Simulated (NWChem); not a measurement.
# BH$_{2}$O$_{2}$Br; SMILES OB(O)Br

Program: NWChem. Coordinates come from a PBE0/def2-SVP optimisation. One conformer.

Diagonal of the polarisability tensor at B3LYP/def2-SVPD, static: 44.44, 53.99, 35.53 bohr³.

Problem. Find the mean polarisability volume, the molar refraction, and the refractive index that an ideal gas of it would have at 273.15 K and 1 atm.

Solution. 
1. Mean: one third of the trace = 44.65 bohr³ × 0.14818 Å³/bohr³ = 6.62 Å³.
2. Molar refraction (Lorentz-Lorenz): (4π/3) N_A α = 16.7 cm³/mol.
3. Number density p/kT = 2.687 × 10⁻⁵ Å⁻³; n − 1 = 2π N α = 11.17 × 10⁻⁴.
4. These hold the electronic response alone: vibrational and orientational terms add to the static dielectric constant.
